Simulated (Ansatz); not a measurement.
Bond stretch in GeLi (anion, charge -1), lowest singlet found (which spin is the ground state isn't settled by this scan).

RKS-PBE = restricted PBE/aug-cc-pVDZ run with Ansatz (a first-principles code); RMP2 = MP2 on RHF/aug-cc-pVDZ, cores with 3d frozen run with Ansatz; RCCSDT(Q) = CCSDT(Q) on RHF/aug-cc-pVDZ, cores with 3d frozen run with Ansatz.

Total energies in hartree (comparable only within one method and basis):

```json
[
 {"R / Å": "1.78", "RKS-PBE": "-2084.02714", "RMP2": "-2082.72989", "RCCSDT(Q)": "-2082.76417"},
 {"R / Å": "1.93", "RKS-PBE": "-2084.05683", "RMP2": "-2082.75767", "RCCSDT(Q)": "-2082.79505"},
 {"R / Å": "2.04", "RKS-PBE": "-2084.07447", "RMP2": "-2082.77700", "RCCSDT(Q)": "-2082.81457"},
 {"R / Å": "2.15", "RKS-PBE": "-2084.08631", "RMP2": "-2082.79033", "RCCSDT(Q)": "-2082.82770"},
 {"R / Å": "2.27", "RKS-PBE": "-2084.09436", "RMP2": "-2082.79976", "RCCSDT(Q)": "-2082.83687"},
 {"R / Å": "2.36", "RKS-PBE": "-2084.09792", "RMP2": "-2082.80421", "RCCSDT(Q)": "-2082.84116"},
 {"R / Å": "2.45", "RKS-PBE": "-2084.09989", "RMP2": "-2082.80694", "RCCSDT(Q)": "-2082.84379"},
 {"R / Å": "2.49", "RKS-PBE": "-2084.10036", "RMP2": "-2082.80769", "RCCSDT(Q)": "-2082.84453"},
 {"R / Å": "2.58", "RKS-PBE": "-2084.10065", "RMP2": "-2082.80850", "RCCSDT(Q)": "-2082.84542"},
 {"R / Å": "2.66", "RKS-PBE": "-2084.10022", "RMP2": "-2082.80836", "RCCSDT(Q)": "-2082.84549"},
 {"R / Å": "2.82", "RKS-PBE": "-2084.09797", "RMP2": "-2082.80615", "RCCSDT(Q)": "-2082.84422"},
 {"R / Å": "2.93", "RKS-PBE": "-2084.09572", "RMP2": "-2082.80354", "RCCSDT(Q)": "-2082.84263"},
 {"R / Å": "3.12", "RKS-PBE": "-2084.09110", "RMP2": "-2082.79785", "RCCSDT(Q)": "-2082.83915"},
 {"R / Å": "3.37", "RKS-PBE": "-2084.08455", "RMP2": "-2082.78959", "RCCSDT(Q)": "—"},
 {"R / Å": "3.64", "RKS-PBE": "-2084.07771", "RMP2": "-2082.78097", "RCCSDT(Q)": "—"},
 {"R / Å": "3.97", "RKS-PBE": "-2084.07033", "RMP2": "-2082.77167", "RCCSDT(Q)": "—"},
 {"R / Å": "4.38", "RKS-PBE": "-2084.06297", "RMP2": "-2082.76220", "RCCSDT(Q)": "—"},
 {"R / Å": "4.89", "RKS-PBE": "-2084.05638", "RMP2": "-2082.75322", "RCCSDT(Q)": "—"},
 {"R / Å": "5.41", "RKS-PBE": "-2084.05199", "RMP2": "-2082.74657", "RCCSDT(Q)": "—"}
]
```

Dashes: no converged value, or the column stops at the first point that the program doubted or that broke a chosen test of continuity, which isn't proof of a fault.

The scan ran from 1.78 to 8.37 Å; beyond the distances shown full CI changes its symmetry label. The restricted form behind RKS-PBE, RMP2 keeps the bonding electrons paired and can't separate into open-shell fragments. Where the anion isn't bound against loss of the electron, the finite basis alone holds it. The T1 diagnostic of CCSD on the restricted reference of RMP2, RCCSDT(Q) exceeds 0.045 at 1.93 to 2.45, 3.12 to 5.41 Å.
